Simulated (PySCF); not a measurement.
## Adding and removing an electron: WBr

PBE0; W def2-TZVPPD with ECP60, Br def2-TZVPPD; scalar-relativistic core potentials (PySCF 2.14). Neutral (UKS): sextet (σ ↑, π ↑↑, δ ↑↑), Re = 2.423 Å, ωe = 258 cm⁻¹, HOMO -5.99 eV, LUMO -2.70 eV.

WBr⁺ (UKS): quintet (σ ↑, π ↑, δ ↑↑), Re = 2.302 Å, ωe = 319 cm⁻¹. The energies at the minima are -2640.87940 hartree for WBr and -2640.58541 for WBr⁺.

Task: Work out the adiabatic ionisation energy, without and with harmonic zero-point energies (1 hartree = 27.2114 eV, 1 eV = 8065.5 cm⁻¹), and the change of the bond length.

Result: At PBE0: 0.29399 hartree = 8.000 eV between the minima; the zero-point term (319.0 − 258.0)/2 cm⁻¹ = +0.004 eV makes it 8.004 eV. Re changes by -12.1 pm against the neutral. The electron leaves a π orbital; in so polar a molecule the change of length follows mostly from the change of the ionic charges.

WBr⁻ (UKS): septet (σ ↑↑, π ↑↑, δ ↑↑), Re = 2.635 Å, ωe = 157 cm⁻¹. The energies at the minima are -2640.87940 hartree for WBr and -2640.91988 for WBr⁻.

Task: Work out the adiabatic electron affinity, without and with harmonic zero-point energies (1 hartree = 27.2114 eV, 1 eV = 8065.5 cm⁻¹), and the change of the bond length.

Result: At PBE0: 0.04048 hartree = 1.102 eV between the minima; the zero-point term (258.0 − 157.0)/2 cm⁻¹ = +0.006 eV makes it 1.108 eV. Re changes by +21.2 pm against the neutral. The electron enters a σ orbital; in so polar a molecule the change of length follows mostly from the change of the ionic charges.

De is left out where the level can put another filling of the metal’s s and d shells below the measured ground configuration, by anything from nothing to about 1 eV. Spin–orbit coupling is left out, which matters for elements this heavy, above all for dissociation energies. The highest Kohn–Sham level is positive in this anion. Much of that is self-interaction error, but it also means that the finite basis helps to hold the extra electron. The state is the lowest single determinant that the PBE0 search found; with open d or f shells the true ground state can be another one.
